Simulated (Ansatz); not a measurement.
Isolated molecules relaxed with PBE0-D4/def2-TZVP in Ansatz; ΔE leaves out vibrations. CCSD(T)/CBS adds triple-zeta CCSD(T) − MP2 to the extrapolated MP2 energy (def2 sets, frozen cores). DFT in def2-TZVPP. For Br, Ga outer-core shells are correlated without core-valence functions, which leaves a few kJ/mol of doubt a bond. Scalar relativity is left out up to krypton. One conformer a species, not always the lowest.

Reaction (redistribution): `CB(S)Br` + `[CH3][GaH2]` → `CB(C)S` + `[GaH2][Br]`

`CB(S)Br`:

```xyz
8

C     0.484    0.781   -0.101
B    -0.072   -0.666   -0.246
S    -1.397   -1.387    0.706
Br    0.704   -1.844   -1.565
H    -0.015    1.372    0.668
H     1.554    0.746    0.126
H     0.397    1.308   -1.057
H    -1.653   -0.310    1.469
```

`[CH3][GaH2]`:

```xyz
7

C    -0.485   -0.650   -0.401
Ga    0.563    0.749    0.499
H    -0.220   -0.660   -1.465
H    -0.285   -1.644    0.001
H    -1.556   -0.445   -0.342
H     0.129    2.258    0.384
H     1.855    0.392    1.324
```

`CB(C)S`:

Cartesian coordinates in Å:
```
C -0.177 1.221 -0.514
B 0.300 -0.139 0.102
C -0.718 -1.288 0.426
S 2.027 -0.478 0.455
H -1.114 1.558 -0.060
H -0.403 1.054 -1.575
H 0.550 2.034 -0.460
H -0.267 -2.240 0.710
H -1.365 -0.965 1.251
H -1.387 -1.460 -0.424
H 2.554 0.703 0.090
```

`[GaH2][Br]`:

Cartesian coordinates in Å:
```
Ga 0.074 0.222 -0.050
Br -0.634 -1.906 0.432
H -0.749 1.366 0.612
H 1.309 0.318 -0.993
```

```
             level  ΔE (kcal/mol)  difference from CCSD(T)/CBS
           PBE0-D4          -19.1                         -1.4
        r2SCAN0-D4          -20.0                         -2.3
      CAM-B3LYP-D4          -19.7                         -2.0
           ωB97X-V          -19.3                         -1.6
           ωB97M-V          -19.1                         -1.4
            B2PLYP          -19.1                         -1.4
            r2SCAN          -19.3                         -1.6
    MP2/def2-TZVPP          -16.9                          0.8
SCS-MP2/def2-TZVPP          -17.8                         -0.1
     MP2/CBS(def2)          -16.6                          1.1
       CCSD(T)/CBS          -17.7                            0
```

Largest T1 diagnostic among the species: 0.012.

From r2SCAN to r2SCAN0 (25 % exact exchange), in def2-TZVPP and without D4, ΔE moves by −0.8 kcal/mol. Leaving LDA and LC-ωPBE aside and taking each functional with its dispersion term where it has one, the values, not all of them listed here, spread over 3.5 kcal/mol, from BHLYP-D4 to revPBE-D4.
